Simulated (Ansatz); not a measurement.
## A relaxation, step by step

GaSiH7O, singlet, PBE0-D4/def2-TZVP (Ansatz 0.2.0). Settings:

```yaml
hamiltonian: {xc: pbe0, dispersion: d4}
relax: {f_tol: 0.005, max_steps: 200}
```

Start, a step off a saddle point along its unstable mode:

Ga1  (-0.986, 0.272, -1.296)
H2  (0.694, 1.178, -1.590)
H3  (-0.853, -1.088, -1.965)
H4  (-2.094, 1.405, -1.477)
H5  (0.629, 1.128, -0.922)
O6  (-0.085, 0.431, 0.382)
Si7  (0.536, -0.589, 1.456)
H8  (1.112, 0.159, 2.610)
H9  (1.617, -1.438, 0.870)
H10  (-0.569, -1.458, 1.931)
(Å)

```
               step  energy less the last (meV)  largest force component (eV/Å)
                  1                       941.9                           5.203
                  4                       105.4                           0.523
                  7                        20.4                           0.174
                 10                        11.6                           0.026
                 13                         9.9                           0.004
16 (rejected trial)                         9.9                           0.105
                 19                         5.9                           0.014
22 (rejected trial)                         5.3                           0.054
                 25                         3.8                           0.052
28 (rejected trial)                         3.5                           0.213
                 31                         2.8                           0.146
                 34                         1.4                           0.064
                 37                         0.6                           0.045
                 40                         0.2                           0.033
                 42                         0.0                           0.003
```

Step 4, positions (Å) and forces (eV/Å):

```csv
atom,x,y,z,Fx,Fy,Fz
Ga1,-1.005,0.271,-1.094,-0.237,-0.170,0.229
H2,0.721,1.424,-2.079,0.022,-0.113,0.405
H3,-0.779,-1.024,-1.945,0.097,0.004,0.104
H4,-2.029,1.392,-1.456,0.078,0.053,0.120
H5,0.799,1.260,-1.332,0.269,0.275,-0.481
O6,-0.237,0.364,0.554,-0.314,0.093,-0.523
Si7,0.463,-0.674,1.584,0.069,-0.133,0.121
H8,1.040,0.085,2.726,0.000,-0.011,-0.005
H9,1.559,-1.448,0.928,-0.022,0.012,0.016
H10,-0.533,-1.651,2.113,0.036,-0.009,0.014
```

Step 7, positions (Å) and forces (eV/Å):

```json
{"atom": "Ga1", "x": "-1.086", "y": "0.223", "z": "-1.048", "Fx": "-0.108", "Fy": "-0.039", "Fz": "-0.080"}
{"atom": "H2", "x": "0.803", "y": "1.475", "z": "-2.181", "Fx": "0.050", "Fy": "-0.021", "Fz": "0.153"}
{"atom": "H3", "x": "-0.789", "y": "-1.064", "z": "-1.888", "Fx": "0.030", "Fy": "0.040", "Fz": "0.040"}
{"atom": "H4", "x": "-2.052", "y": "1.395", "z": "-1.400", "Fx": "0.057", "Fy": "0.001", "Fz": "0.031"}
{"atom": "H5", "x": "1.013", "y": "1.406", "z": "-1.458", "Fx": "-0.027", "Fy": "0.032", "Fz": "-0.174"}
{"atom": "O6", "x": "-0.359", "y": "0.310", "z": "0.587", "Fx": "0.003", "Fy": "-0.042", "Fz": "0.041"}
{"atom": "Si7", "x": "0.428", "y": "-0.696", "z": "1.599", "Fx": "-0.019", "Fy": "0.005", "Fz": "0.003"}
{"atom": "H8", "x": "1.013", "y": "0.091", "z": "2.717", "Fx": "0.003", "Fy": "0.001", "Fz": "-0.011"}
{"atom": "H9", "x": "1.529", "y": "-1.425", "z": "0.903", "Fx": "-0.007", "Fy": "0.012", "Fz": "0.000"}
{"atom": "H10", "x": "-0.500", "y": "-1.714", "z": "2.170", "Fx": "0.016", "Fy": "0.010", "Fz": "-0.002"}
```

Step 31, positions (Å) and forces (eV/Å):

| atom | x | y | z | Fx | Fy | Fz |
| --- | --- | --- | --- | --- | --- | --- |
| Ga1 | -1.084 | 0.206 | -1.069 | -0.013 | 0.005 | -0.008 |
| H2 | 1.076 | 1.231 | -1.920 | -0.069 | 0.146 | 0.065 |
| H3 | -0.591 | -0.962 | -1.980 | 0.004 | 0.003 | -0.002 |
| H4 | -2.034 | 1.393 | -1.399 | -0.001 | -0.002 | -0.008 |
| H5 | 0.768 | 1.859 | -1.632 | 0.071 | -0.144 | -0.066 |
| O6 | -0.592 | 0.136 | 0.649 | 0.010 | -0.008 | 0.019 |
| Si7 | 0.379 | -0.754 | 1.605 | 0.008 | -0.011 | 0.011 |
| H8 | 1.207 | 0.145 | 2.456 | -0.011 | -0.018 | -0.014 |
| H9 | 1.298 | -1.614 | 0.799 | -0.017 | 0.011 | 0.018 |
| H10 | -0.427 | -1.639 | 2.492 | 0.019 | 0.019 | -0.016 |

Last step (42):

```
10
angstrom
Ga -1.0502 0.1580 -1.1154
H 1.0592 1.4057 -1.8518
H -0.4236 -0.9335 -2.0390
H -2.0746 1.2789 -1.4541
H 0.7186 1.9722 -1.4955
O -0.6250 0.0654 0.6195
Si 0.3611 -0.7843 1.5957
H 1.3941 0.1111 2.1862
H 1.0615 -1.8733 0.8525
H -0.4209 -1.4000 2.7018
```

The run took about 3.1 min on 4 CPU threads of an Intel Xeon (shared host).
